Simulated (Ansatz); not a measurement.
Reaction (isomerisation): `[SiH3]NC=S` → `C=N[SiH2]S`

Isolated molecules relaxed with PBE0-D4/def2-TZVP in Ansatz; ΔE leaves out vibrations. CCSD(T)/CBS is the MP2 limit (def2-TZVPP, def2-QZVPP) plus CCSD(T) − MP2 in def2-TZVPP, frozen cores. Functionals use def2-TZVPP. B3LYP here is the variant with VWN-RPA as its local correlation; programs differ in this. HSE06 is defined as in plane-wave codes. One conformer a species, not always the lowest.

`[SiH3]NC=S`:

Cartesian coordinates in Å:
```
Si -1.309 0.091 0.084
N 0.356 0.221 -0.453
C 1.442 -0.259 0.184
S 2.985 -0.135 -0.321
H -1.264 -0.647 1.366
H -1.886 1.445 0.267
H -2.109 -0.642 -0.927
H 0.588 0.693 -1.320
H 1.198 -0.768 1.120
```

`C=N[SiH2]S`:

Cartesian coordinates in Å:
```
C -0.561 1.650 0.456
N 0.337 0.847 0.094
Si 0.029 -0.729 -0.573
S 0.794 -2.231 0.725
H -1.641 1.445 0.387
H -0.293 2.627 0.874
H 0.694 -0.764 -1.896
H -1.423 -1.043 -0.698
H 2.064 -1.802 0.631
```

```json
{"level": "B3LYP-D4", "ΔE (kcal/mol)": "-4.3", "difference from CCSD(T)/CBS": "1.9"}
{"level": "r2SCAN0-D4", "ΔE (kcal/mol)": "-4.4", "difference from CCSD(T)/CBS": "1.8"}
{"level": "BHLYP-D4", "ΔE (kcal/mol)": "-5.7", "difference from CCSD(T)/CBS": "0.5"}
{"level": "PBE", "ΔE (kcal/mol)": "-2.8", "difference from CCSD(T)/CBS": "3.4"}
{"level": "r2SCAN", "ΔE (kcal/mol)": "-3.5", "difference from CCSD(T)/CBS": "2.7"}
{"level": "HSE06", "ΔE (kcal/mol)": "-3.9", "difference from CCSD(T)/CBS": "2.3"}
{"level": "HF/def2-SVP", "ΔE (kcal/mol)": "-6.4", "difference from CCSD(T)/CBS": "-0.2"}
{"level": "CCSD/def2-SVP", "ΔE (kcal/mol)": "-4.9", "difference from CCSD(T)/CBS": "1.3"}
{"level": "SCS-MP2/def2-TZVPP", "ΔE (kcal/mol)": "-6.1", "difference from CCSD(T)/CBS": "0.1"}
{"level": "SCS-MP2/def2-QZVPP", "ΔE (kcal/mol)": "-6.2", "difference from CCSD(T)/CBS": "0.0"}
{"level": "CCSD(T)/CBS", "ΔE (kcal/mol)": "-6.2", "difference from CCSD(T)/CBS": "0"}
```

Largest T1 diagnostic among the species: 0.017.

From PBE to PBE0 (25 % exact exchange), in def2-TZVPP and without D4, ΔE moves by −1.2 kcal/mol. In def2-TZVPP, CCSD(T) changes the Hartree–Fock value by +2.0 kcal/mol (the triples alone add +0.9 kcal/mol) and MP2 by +3.1 kcal/mol. At CCSD(T), def2-SVP lies +2.3 kcal/mol from the extrapolated value and def2-TZVPP +0.1 kcal/mol.
